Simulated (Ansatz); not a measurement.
Geometry optimisation, RKS CAM-B3LYP/def2-SVP in Ansatz.

Input:

```yaml
crystal:
  periodic: [false, false, false]
  atoms:
    - { symbol: Ga, position_ang: [-1.672292, -0.389302, -0.656907] }
    - { symbol: Cl, position_ang: [-1.479624, -1.839875, 1.006191] }
    - { symbol: H, position_ang: [-1.273024, -0.94897, -2.047677] }
    - { symbol: H, position_ang: [-2.225764, 0.999065, -0.24477] }
    - { symbol: H, position_ang: [0.660373, -0.310166, 0.827288] }
    - { symbol: C, position_ang: [1.321587, 0.434584, 0.392112] }
    - { symbol: H, position_ang: [2.359302, 0.098274, 0.511794] }
    - { symbol: H, position_ang: [1.123567, 0.556757, -0.68478] }
    - { symbol: H, position_ang: [1.185876, 1.399633, 0.896848] }
basis:
  gaussian: { orbitals: def2-SVP }
hamiltonian:
  xc: cam_b3lyp
relax:
  f_tol: 0.03
  max_steps: 50
```

Command:

```bash
$ ansatz run input.yaml --threads 2 --pin off --max-ram 3072MiB --backend cpu --events-out ev --progress --plain --runs-dir out
```

Q: Where does it end, and by what steps?

A: The forces met the threshold. The force dipped under the threshold on the way, but the program's further checks kept it going. After 7 steps the energy has fallen by 0.059 eV; Cl2 moved furthest, 0.35 Å.

```json
{"step": "0", "energy less start (eV)": "0.0000", "largest force component (eV/Å)": "0.549", "accepted": "yes"}
{"step": "1", "energy less start (eV)": "-0.0432", "largest force component (eV/Å)": "0.226", "accepted": "yes"}
{"step": "2", "energy less start (eV)": "-0.0486", "largest force component (eV/Å)": "0.101", "accepted": "yes"}
{"step": "3", "energy less start (eV)": "-0.0486", "largest force component (eV/Å)": "0.159", "accepted": "no"}
{"step": "4", "energy less start (eV)": "-0.0510", "largest force component (eV/Å)": "0.024", "accepted": "yes"}
{"step": "5", "energy less start (eV)": "-0.0558", "largest force component (eV/Å)": "0.071", "accepted": "yes"}
{"step": "6", "energy less start (eV)": "-0.0567", "largest force component (eV/Å)": "0.092", "accepted": "yes"}
{"step": "7", "energy less start (eV)": "-0.0590", "largest force component (eV/Å)": "0.026", "accepted": "yes"}
```

```xyz
9
Properties=species:S:1:pos:R:3
Ga -1.593 -0.414 -0.592
Cl -1.799 -1.944 0.919
H -1.096 -0.914 -1.976
H -2.048 1.007 -0.160
H 0.751 -0.312 0.931
C 1.300 0.454 0.364
H 2.368 0.202 0.380
H 0.974 0.482 -0.687
H 1.143 1.438 0.823
```

The run took 17 s on 2 threads of Intel(R) Xeon(R) Platinum 8488C (Sapphire Rapids), with other jobs on the host, peak memory 0.25 GiB.
